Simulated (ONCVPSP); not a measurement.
# gadolinium: one change to an ONCV potential, before and after

ONCVPSP 4.0.1 input, shortened (lines: element, Z, core and valence counts, functional; n l f; lmax; l rc ep ncon nbas qcut; lloc lpopt rc5 dvloc0; l nproj debl; icmod fcfact rcfact), PBEsol, scalar-relativistic:

```
  Gd 64.00    9    5  -116133      upf
    1    0    2.00
    2    0    2.00
    2    1    6.00
    3    0    2.00
    3    1    6.00
    3    2   10.00
    4    0    2.00
    4    1    6.00
    4    2   10.00
    4    3    7.00
    5    0    2.00
    5    1    6.00
    5    2    1.00
    6    0    2.00
    3
    0    2.55    0.00    4    9    5.40
    1    2.05    0.00    3    8    8.00
    2    2.80    0.00    4    8    5.60
    3    1.40    0.00    3    8   12.20
    4    5    1.10    0.00
    0    2    0.90
    1    2    1.20
    2    2    3.70
    3    2    3.50
    3    2.25    1.10
```

Change: all radii but the core radius scaled by about 0.91 (s 2.32, p 1.86, d 2.54, f 1.26 bohr); local potential polynomial inside 1.00 bohr (lpopt 5, dvloc0 0 Ha).

Cutoffs: the cutoffs (Ha) at which the residual kinetic energy of the hardest occupied pseudo-wave falls to 1 and 0.1 mHa per electron; they do not see the model core or the augmentation charge, which bear on the density cutoff. Errors are all-electron minus pseudo energies relative to the spin-unpolarised reference configuration.

Task: Predict the effect on cutoff, ghosts and configuration errors.

Result: The potential gets harder (62 Ha and 68 Ha → 67 Ha and 77 Ha); both files keep a bound ghost (s); of the 3 tests that both files solve, the error grows in 0 and shrinks in 1 by more than 15 % and 0.3 meV (median size 2.5 → 2.2 meV). A smaller radius makes the pseudo-wave follow the all-electron one further in, where it bends more sharply, so more plane waves are needed.

```tsv
quantity	base	changed
cutoff, loose	62 Ha	67 Ha
cutoff, tight	68 Ha	77 Ha
loose cutoff by channel	s 7.6 Ha, p 18 Ha, d 8.4 Ha, f 62 Ha	s 9.3 Ha, p 19 Ha, d 8.5 Ha, f 67 Ha
bound ghosts	s	s
GHOST(+) flags under 300 eV	p at 123.2 eV	p at 80.1 eV
tests counted as reliable (solved cleanly; for ONCVPSP, near-neutral configurations with less than one 5d electron left out)	3 of 4	3 of 4
error for 4f7 5s2 5p6 5d1 6s1, meV [ΔE 6.67 eV]	-2.5	-2.2
error for 4f7 5s2 5p6 5d1 6s0, meV [ΔE 18.72 eV]	-9.4	-7.8
error for 4f7 5s2 5p6 5d1 6s1.5, meV [ΔE 2.69 eV]	-0.9	-0.8
rms error of d²Exc/dni dnj with the model core, mHa	4.86	4.84
```

 A true bound ghost makes a file unfit for plane-wave use even where its test errors are small: the radial tests pick states by their node count and pass the ghost by.
